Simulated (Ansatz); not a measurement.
The cluster Be₄Se₅: single points at one geometry.

```yaml
crystal:
  periodic: [false, false, false]
  atoms:
    - {symbol: Be, position_ang: [0.958974, 1.427517, -0.168500]}
    - {symbol: Be, position_ang: [-0.637663, 0.501290, 1.276411]}
    - {symbol: Be, position_ang: [-0.927465, 0.413458, -1.120929]}
    - {symbol: Be, position_ang: [1.015257, -1.065065, -0.083210]}
    - {symbol: Se, position_ang: [-1.079087, 2.243438, 0.048317]}
    - {symbol: Se, position_ang: [1.476902, 0.294985, 1.612489]}
    - {symbol: Se, position_ang: [-1.741343, -1.122624, 0.251601]}
    - {symbol: Se, position_ang: [1.047873, 0.164548, -1.934581]}
    - {symbol: Se, position_ang: [-0.113458, -2.857546, 0.118403]}
basis:
  gaussian: {orbitals: def2-TZVP, initial_orbitals: start.molden}
hamiltonian: {xc: {name: BLYP}, dispersion: d4}
scf: {omitted_lower_state_checks: [starts]}
output: {orbitals: {seedname: orbitals}}
```

The file start.molden holds the orbitals of an earlier run on this structure, at another level or in another basis.

```sh
$ ansatz run in.yaml --threads 2 --pin off --events-out ev --progress --plain --max-ram 32768MiB --backend cuda --devices 0, --max-vram 18GiB
```

It prints (some lines left out):

```
Functional definition: BLYP
2499 factors; their error is unknown
mean field evaluation 1: about -328367.6385 eV, gradient 2.1e1 eV
mean field evaluation 2: about -328368.0458 eV, gradient 4.5e-1 eV
mean field evaluation 4: about -328367.9002 eV, gradient 1.9e-1 eV
mean field -328367.90021902 eV, -12067.2977572921 hartree, gradient 4.6e-5 eV, S^2 0.000000; 0 other end points of the search recorded, 0 dependent functions left out
reference -328367.90059762 eV, -12067.2977712054 hartree; 93, 93 occupied and 223, 223 virtual orbitals, 2499 factors
Total energy: -328369.44101934 eV, -12067.3543806595 hartree
Checks for a lower state left out: starts
```

It took 12 s on 2 threads of AMD EPYC 7R13 on a shared host and a share (18 GiB) of an NVIDIA H100 80GB HBM3, peak host memory 0.88 GiB.

First input, but with `gaussian: {orbitals: def2-SVP, initial_orbitals: start.molden}`, `hamiltonian: {xc: pbe, dispersion: d4}` (abridged; 5.5 s, on the CPU threads alone):

```
Functional definition: PBE
mean field -328270.68986933 eV, -12063.7253428324 hartree, gradient 4.4e-5 eV, S^2 0.000000
Total energy: -328271.42042702 eV, -12063.7521903324 hartree
Checks for a lower state left out: starts
```

The first input with `hamiltonian: {xc: pbe0, dispersion: d4}` (abridged; 10 s):

```
Functional definition: PBE0
mean field -328323.66938095 eV, -12065.6723039739 hartree, gradient 1.8e-5 eV, S^2 0.000000
Total energy: -328324.30561979 eV, -12065.6956853200 hartree
Checks for a lower state left out: starts
```

As the first input, with `hamiltonian: {xc: pbe}`, `correlation: {method: rpa}` and without the key `output` (abridged; 14 s):

```
Functional definition: PBE
mean field -328312.44900056 eV, -12065.2599625999 hartree, gradient 2.5e-6 eV, S^2 0.000000
45 core orbitals not correlated: weight in the atoms' cores, before any rotation towards them, 1.000 or more for the frozen orbitals, at most 0.000 for the correlated occupied ones
Total energy: -328183.58389387 eV, -12060.5242572769 hartree
Checks for a lower state left out: starts
```

As the first input, with `hamiltonian: {xc: r2scan, dispersion: d4}`, `output: {forces: true, orbitals: {seedname: orbitals}}` (abridged; 11 s):

```
Functional definition: r2SCAN
mean field -328362.45953150 eV, -12067.0978157134 hartree, gradient 1.6e-5 eV, S^2 0.000000
Total energy: -328362.61508237 eV, -12067.1035321026 hartree
Atom 0 force    -0.221394    -0.224250     0.035796 eV/Å
Atom 1 force     0.103004     0.051901    -0.256224 eV/Å
Atom 2 force     0.159508     0.069436     0.221185 eV/Å
Atom 3 force    -0.067636     0.117176     0.001875 eV/Å
Atom 4 force    -0.017255     0.023240     0.000171 eV/Å
Atom 5 force     0.006556     0.003447     0.035559 eV/Å
Atom 6 force     0.053156    -0.017095    -0.005683 eV/Å
Atom 7 force    -0.000997     0.000650    -0.035761 eV/Å
Atom 8 force    -0.014942    -0.024505     0.003082 eV/Å
Dipole moment:    -0.091018     0.323264    -0.000827 e Å
Checks for a lower state left out: starts
```

First input, but with `gaussian: {orbitals: def2-SVP, initial_orbitals: start.molden}`, `hamiltonian: {xc: pbe0, dispersion: d4}` (abridged; 14 s, on the CPU threads alone):

```
Functional definition: PBE0
mean field -328281.83559098 eV, -12064.1349405482 hartree, gradient 2.9e-5 eV, S^2 0.000000
Total energy: -328282.47182738 eV, -12064.1583218048 hartree
Checks for a lower state left out: starts
```

Geometry: PBE0-D4/def2-SVP.

Correlated methods freeze 45 core orbitals; core or outer-core shells of Se are correlated, in sets that lack core-valence functions. The structure comes from a short search, and lower isomers may exist.
